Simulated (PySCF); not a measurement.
Br2Nb, neutral, multiplicity 4. Atoms are numbered in the order given.

```xyz
3

Nb     0.0000     0.0000     0.0000
Br     0.0000     0.0000    -2.4632
Br     0.0000     0.0000     2.4632
```
Charge 0, spin multiplicity 4.

Geometry: B3LYP-D3(BJ)/def2-SVP. The spin state was assumed, not searched. The def2 effective core potentials stand for the cores of Nb; spin–orbit coupling is left out.

Computed with B3LYP-D3(BJ)/def2-SVP (PySCF 2.14.0).

Frequencies are harmonic and unscaled.

Modes within 1.5 cm⁻¹ of each other (mostly degenerate sets) share a row, with their intensities summed.

```csv
mode,ν (cm⁻¹),IR (km/mol),moving atoms (share of kinetic energy)
1–2,4,4.3,"Nb 63 %, Br 37 %"
3,216,0.0,Br 100 %
4,323,104.8,"Nb 63 %, Br 37 %"
```
